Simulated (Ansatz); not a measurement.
Species: C3H3O2, charge 0, multiplicity 2. It need not be the lowest isomer of its formula. 
Coordinates optimised at B3LYP-D3(BJ)/def2-TZVP (Ansatz, a first-principles code):
SMILES: CC(=O)[C]=O
```xyz
8

C      0.6562    -0.3969    -0.5285
O      1.4542    -0.8963    -1.1982
C     -0.2287     0.2370     0.3420
O      0.2763     0.8065     1.3337
C     -1.6994     0.1876     0.0257
H     -1.9061    -0.3657    -0.8920
H     -2.2286    -0.2875     0.8537
H     -2.0780     1.2058    -0.0806
```
Charge 0, spin multiplicity 2.

Computed values are from Ansatz. Valence correlation only, unless marked. UHF or UKS for open shells. No spin-orbit coupling. No relativistic terms. CBS(X,Y): correlation extrapolated as X^-3; Hartree-Fock from the larger set. [CCSD(T)-MP2]/basis is that difference in the basis named.

What is the atomisation energy De at RI-MP2/CBS(cc-pVTZ,cc-pVQZ)+[CCSD(T)-MP2]/cc-pVTZ?

838.7 kcal/mol.

What is the total energy at RI-MP2/CBS(cc-pVTZ,cc-pVQZ)+[CCSD(T)-MP2]/cc-pVTZ?

-266.2194 Eh.

What is the dipole moment at CCSD(T)/aug-cc-pVDZ?

2.95 D.

What is the T1 diagnostic at CCSD/cc-pVTZ?

0.026.
